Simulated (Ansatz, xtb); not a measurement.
Relative energy of two isomers of C3H5BN2O

Structure a: `Bn1cc(O)cn1`, a singlet. Structure b: `Bc1[nH]ncc1O`, a singlet. Both are isolated molecules in the gas phase, relaxed with r2SCAN-D4/def2-SVP; the shapes shown needn't be the lowest conformers.

a (Å):

```yaml
atoms:
  - { symbol: C, position_ang: [-0.3681, 0.6022, -0.7947] }
  - { symbol: C, position_ang: [0.5220, 0.2323, -1.7738] }
  - { symbol: C, position_ang: [0.3366, 1.1918, -2.8235] }
  - { symbol: B, position_ang: [-2.0534, 2.4778, -0.6122] }
  - { symbol: N, position_ang: [-1.0352, 1.7293, -1.2680] }
  - { symbol: N, position_ang: [-0.5863, 2.0751, -2.5185] }
  - { symbol: O, position_ang: [1.4101, -0.7780, -1.8402] }
  - { symbol: H, position_ang: [-2.5160, 3.4272, -1.1791] }
  - { symbol: H, position_ang: [-2.3865, 2.1030, 0.4830] }
  - { symbol: H, position_ang: [-0.5953, 0.1834, 0.1839] }
  - { symbol: H, position_ang: [1.3646, -1.2965, -1.0262] }
  - { symbol: H, position_ang: [0.8649, 1.2345, -3.7775] }
```

b (Å):

```xyz
12

C    -0.9276    1.3501   -1.3526
C     1.1927    0.6706   -0.9469
C     0.1544    0.6181   -1.8985
B    -2.3127    1.6680   -1.8635
N    -0.4229    1.7648   -0.1297
N     0.8070    1.3813    0.1265
O     0.1264    0.0166   -3.0968
H    -3.0590    2.3309   -1.1783
H    -2.6719    1.2667   -2.9411
H    -0.9252    2.3241    0.5525
H     2.1912    0.2331   -0.9854
H     0.9759   -0.4173   -3.2510
```

Quicker runs give these differences E(b) − E(a): GFN2-xTB +0.797 eV; HF/STO-3G +0.930 eV (at GFN2-xTB geometries); r2SCAN-D4/def2-SVP//GFN2-xTB +0.433 eV.

Q: Estimate E(b) − E(a) at the level CCSD(T)/def2-SVP + ΔMP2/def2-TZVPP.

A: Calculated at CCSD(T)/def2-SVP + ΔMP2/def2-TZVPP: E(b) − E(a) = +0.629 eV, so structure a lies lower.

Level by level:

| level | geometry | E(b) − E(a) (eV) | departure from the last row (eV) | job, with rough time for the two |
| --- | --- | --- | --- | --- |
| GFN2-xTB | GFN2-xTB | +0.797 | +0.168 | optimisation, 0.092 s |
| HF/STO-3G | GFN2-xTB | +0.930 | +0.301 | single point, 0.4 s |
| r2SCAN-D4/def2-SVP//GFN2-xTB | GFN2-xTB | +0.433 | −0.196 | single point, 5.1 s |
| r2SCAN-D4/def2-SVP | r2SCAN-D4/def2-SVP | +0.445 | −0.184 | optimisation, 41 s |
| HF/def2-SVP | r2SCAN-D4/def2-SVP | +0.682 | +0.053 | part of the CCSD(T) run |
| MP2/def2-SVP | r2SCAN-D4/def2-SVP | +0.530 | −0.099 | part of the CCSD(T) run |
| CCSD(T)/def2-SVP | r2SCAN-D4/def2-SVP | +0.615 | −0.014 | single point |
| CCSD(T)/def2-SVP + ΔMP2/def2-TZVPP | r2SCAN-D4/def2-SVP | +0.629 |  | single point, 75 s |

As drawn, b has 1 C–B, 1 N–H in place of 1 B–N, 1 C–H.

The levels shown agree on the order. The largest departure from CCSD(T)/def2-SVP + ΔMP2/def2-TZVPP is that of HF/STO-3G, 0.301 eV. The last row adds to CCSD(T) the change of the MP2 difference between the two basis sets, here +0.014 eV.

With thermal terms from frequencies at re-optimised GFN2-xTB minima (ideal gas, soft modes damped towards free rotors, one conformer each, 298.15 K, 1 atm): the zero-point term adds −0.009 eV; ΔH is +0.627 and ΔG +0.613 eV.

The correlated steps freeze 7 core orbitals. Run with Ansatz 0.2.0, xtb 6.7.1; the last row on 2 threads of Arm Neoverse V2 on a shared host.
